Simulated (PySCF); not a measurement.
Cartesian coordinates in Å; atom numbers follow the order of the lines, from 1:
```xyz
14

F     1.031   -0.910    1.534
C     1.215   -0.795    0.204
F     1.323   -2.061   -0.255
F     2.448   -0.264    0.058
C     0.144   -0.009   -0.464
Si   -1.518   -0.936   -0.257
Si    0.177    1.779    0.220
H     0.405    0.013   -1.524
H    -1.846   -0.978    1.166
H    -2.505   -0.160   -1.006
H    -1.393   -2.284   -0.805
H    -0.160    1.735    1.640
H     1.505    2.352    0.011
H    -0.827    2.517   -0.544
```

Calculated, not measured (PySCF 2.14): shieldings: GIAO PBE0/pcSseg-1, GFN2-xTB structure. Gas phase, rapidly exchanging positions averaged, relativity neglected, single conformer.

Q: Predict the 2D correlation tables (HSQC, COSY, HMBC).

A: 

HSQC (one-bond C–H):
```csv
δH,δC
1.30 (H8),14.1 (C5)
```

COSY cross peaks (H two or three bonds apart, from the bond graph; peaks can be absent where the dihedral angle is near 90°):
```csv
δH,δH
4.11 (H9/H10/H11/H12/H13/H14),1.30 (H8)
```

HMBC (two and three bonds, from the bond graph):
```csv
δH,δC
4.11 (H9/H10/H11/H12/H13/H14),"138.7 (C2), 14.1 (C5)"
1.30 (H8),138.7 (C2)
```

Chemical shifts δ = σref − σ; TMS for $^{1}$H and $^{13}$C, all at this level.

Shifts are as computed. Against solution values, carbons near 30 ppm lie about +3 ppm off and those near 130 ppm about +5 ppm. Of 1211 compounds with measured shifts, 218 miss one by over three times the rms of a fit or turn the order of signals round; such compounds aren't used in these exercises.
